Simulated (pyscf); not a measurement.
**H₂C=CH–SiH₃ (SMILES C=C[SiH3]), singlet**

Gas-phase minimum from PySCF at ωB97X-D3(BJ)/def2-SVP, one conformer. 

```xyz
9

C     -1.8673    -0.2841     0.6201
C     -1.2104     0.6088    -0.1298
Si     0.3652     0.2004    -1.0551
H     -2.7894    -0.0288     1.1564
H     -1.5123    -1.3159     0.7331
H     -1.6214     1.6254    -0.1998
H      0.7138    -1.2292    -0.8060
H      0.1931     0.4163    -2.5229
H      1.4921     1.0680    -0.5989
```

Bonded distances (Å): C1–C2 1.338, C1–H4 1.097, C1–H5 1.097, C2–Si3 1.872, C2–H6 1.099, Si3–H7 1.492, Si3–H8 1.494, Si3–H9 1.494. Bond angles (°): C2–C1–H4 122.1, C2–C1–H5 121.8, H4–C1–H5 116.1, C1–C2–Si3 123.0, C1–C2–H6 118.0, Si3–C2–H6 119.0, C2–Si3–H7 108.8, C2–Si3–H8 110.9, C2–Si3–H9 110.9, H7–Si3–H8 109.2, H7–Si3–H9 109.2, H8–Si3–H9 107.6.

Properties at ωB97X-D3(BJ)/def2-SVP:

```
Property                                                                                                                                                                                                                                 Result
---------------------------------------------------------------------------------------------------------------------  ------------------------------------------------------------------------------------------------------------------------
Harmonic wavenumbers, unscaled                                                                                         134, 281, 432, 632, 728, 730, 949, 955, 974, 1012, 1024, 1054, 1288, 1432, 1711, 2245, 2251, 2254, 3146, 3172, 3241 cm⁻¹
Zero-point energy                                                                                                                                                                                                                 42.4 kcal/mol
Rotational symmetry number                                                                                                                                                                                                                    1
Entropy of this conformer at 298 K and 1 atm, rigid rotor and harmonic oscillator, modes under 100 cm⁻¹ raised to 100                                                                                                           286.2 J/(mol K)
Dipole moment                                                                                                                                                                                                                            0.71 D
```

Single-point totals, which compare only within one level (frozen core for MP2 and CC):

| level | total energy (hartree) |
|---|---|
| ωB97X-D3(BJ)/def2-TZVP | -369.38989 |
| PBE/def2-TZVP | -369.04708 |
| r²SCAN/def2-TZVP | -369.23548 |
| B3LYP-D3(BJ)/def2-TZVP | -369.35864 |
| PBE0-D3(BJ)/def2-TZVP | -369.09500 |
| M06-2X/def2-TZVP | -369.24944 |
| ωB97M-D3(BJ)/def2-TZVP | -369.37943 |
| HF/def2-TZVPP | -368.17413 |
| MP2/def2-TZVPP | -368.63064 |
| CCSD/def2-TZVPP | -368.67329 |
| CCSD(T)/def2-TZVPP | -368.69380 |

Soft torsions are taken as harmonic, which can shift the entropy by several J/(mol K). The CCSD(T) − MP2 part came from Ansatz, without density fitting, on the same reference.
